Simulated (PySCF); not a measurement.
A calculated (UHF, PySCF 2.14, x2c-QZVPPall with one added diffuse shell each of s, p, d, f type, the spin-free X2C one-electron Hamiltonian (Gaussian nucleus)) atom or ion has these occupied shells.

```json
{"shell": "1s α", "electrons": "1", "orbital energy (eV)": "-33342.5", "rms radius, mean of both spins (bohr)": "0.0311"}
{"shell": "1s β", "electrons": "1", "orbital energy (eV)": "-33342.4", "rms radius, mean of both spins (bohr)": "0.0311"}
{"shell": "2s α", "electrons": "1", "orbital energy (eV)": "-5259.2", "rms radius, mean of both spins (bohr)": "0.127"}
{"shell": "2s β", "electrons": "1", "orbital energy (eV)": "-5259.1", "rms radius, mean of both spins (bohr)": "0.127"}
{"shell": "2p α", "electrons": "3", "orbital energy (eV)": "-4717.7", "rms radius, mean of both spins (bohr)": "0.113"}
{"shell": "2p β", "electrons": "3", "orbital energy (eV)": "-4717.6", "rms radius, mean of both spins (bohr)": "0.113"}
{"shell": "3s α", "electrons": "1", "orbital energy (eV)": "-1111.9", "rms radius, mean of both spins (bohr)": "0.334"}
{"shell": "3s β", "electrons": "1", "orbital energy (eV)": "-1111.8", "rms radius, mean of both spins (bohr)": "0.334"}
{"shell": "3p α", "electrons": "3", "orbital energy (eV)": "-931.74", "rms radius, mean of both spins (bohr)": "0.335"}
{"shell": "3p β", "electrons": "3", "orbital energy (eV)": "-931.52", "rms radius, mean of both spins (bohr)": "0.335"}
{"shell": "3d α", "electrons": "5", "orbital energy (eV)": "-660.70", "rms radius, mean of both spins (bohr)": "0.313"}
{"shell": "3d β", "electrons": "5", "orbital energy (eV)": "-660.61", "rms radius, mean of both spins (bohr)": "0.313"}
{"shell": "4s α", "electrons": "1", "orbital energy (eV)": "-220.80", "rms radius, mean of both spins (bohr)": "0.787"}
{"shell": "4s β", "electrons": "1", "orbital energy (eV)": "-220.38", "rms radius, mean of both spins (bohr)": "0.787"}
{"shell": "4p α", "electrons": "3", "orbital energy (eV)": "-161.66", "rms radius, mean of both spins (bohr)": "0.845"}
{"shell": "4p β", "electrons": "3", "orbital energy (eV)": "-161.18", "rms radius, mean of both spins (bohr)": "0.845"}
{"shell": "4d α", "electrons": "5", "orbital energy (eV)": "-72.300", "rms radius, mean of both spins (bohr)": "0.992"}
{"shell": "4d β", "electrons": "5", "orbital energy (eV)": "-71.962", "rms radius, mean of both spins (bohr)": "0.992"}
{"shell": "5s α", "electrons": "1", "orbital energy (eV)": "-34.773", "rms radius, mean of both spins (bohr)": "2.09"}
{"shell": "5s β", "electrons": "1", "orbital energy (eV)": "-29.675", "rms radius, mean of both spins (bohr)": "2.09"}
{"shell": "5p α", "electrons": "3", "orbital energy (eV)": "-20.468", "rms radius, mean of both spins (bohr)": "2.48"}
{"shell": "5p β", "electrons": "1", "orbital energy (eV)": "-18.395", "rms radius, mean of both spins (bohr)": "2.48"}
```

Q: Name the element and its charge.

A: I⁺ (iodine, charge +1), in [Kr] 4d10 5s2 5p4, high-spin 3P determinant.
